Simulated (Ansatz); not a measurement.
Be₃O₃⁺. Charge 1, multiplicity 2. Geometry PBE0-D4/def2-SVP; atoms count from 1.

```xyz
6

Be    0.665   -1.200    2.034
Be   -0.739   -0.540   -0.467
Be    0.563    0.857   -0.070
O     0.157    0.293   -1.545
O     0.259   -0.468    0.796
O    -0.905    1.058   -0.749
```

The structure holds 1 bond(s) between oxygen atoms. Another isomer (doublet) lies 3.87 eV lower at PBE0-D4/def2-TZVP; other spin states weren't run for this one.

**Question.** Estimate the Mulliken populations from the PBE0/def2-TZVP orbitals of Ansatz.

**Answer.** 
| atom | charge (e) | spin (α − β) |
| --- | --- | --- |
| Be1 | 0.23 | 0.95 |
| Be2 | 0.44 | 0.02 |
| Be3 | 0.44 | 0.02 |
| O4 | -0.08 | 0.00 |
| O5 | 0.06 | 0.00 |
| O6 | -0.08 | 0.00 |
Mulliken values depend strongly on the basis.

**Question.** Where does the spin sit?

**Answer.** Summed by element: Be 1.00, O 0.00, of 1 unpaired in all. Largest on single atoms: Be1 0.95, Be3 0.02, Be2 0.02.

**Question.** And the Mayer bond orders between heavy atoms (over 0.3)?

**Answer.** Be1–O5 1.13 (1.49 Å); Be2–O4 0.70 (1.63 Å); Be2–O5 0.79 (1.61 Å); Be2–O6 0.70 (1.63 Å); Be3–O4 0.70 (1.63 Å); Be3–O5 0.79 (1.61 Å); Be3–O6 0.70 (1.63 Å); O4–O6 0.82 (1.53 Å).
